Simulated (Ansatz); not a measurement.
In₂Sn, relaxed as a singlet with RKS PBE0-D4/def2-SVP in Ansatz, starting from the GFN2-xTB geometry. Force threshold 0.02 eV/Å.

In the def2 sets In, Sn take a core potential; there is no spin–orbit coupling. The restricted singlet is unstable towards broken spin symmetry at other levels; at PBE0-D4/def2-SVP this wasn't settled. At PBE0-D4/def2-SVP a triplet of charge 0 lies 0.58 eV below the restricted singlet, each at its own geometry. The structure comes from a short search, and lower isomers may exist.

Start:

```xyz
3

In    0.6272   -2.5200    0.4710
In   -1.0161    2.0919   -1.2478
Sn    0.3889    0.4281    0.7768
```

```tsv
step	energy (eV)	largest force component (eV/Å)	SCF passes
1	-16179.5196	0.101	31
2	-16179.5264	0.090	33
3	-16179.5480	0.037	36
4	-16179.5480	0.030	34
5	-16179.5499	0.006	34
```

Force components are those of the run's own axes.

End:

```xyz
3

In    0.4814   -2.3475    0.2609
In   -0.9915    1.7860   -1.2797
Sn    0.5101    0.5615    1.0188
```

By distances, no bond broke or formed. The bond that changes most is In1–Sn3, from 2.97 to 3.01 Å (atoms count from 1).

No frequencies were taken in this run, so the end may be a saddle point.

Hardware: 4 threads of Arm Neoverse V2 on a shared host. Wall time 8.5 s.
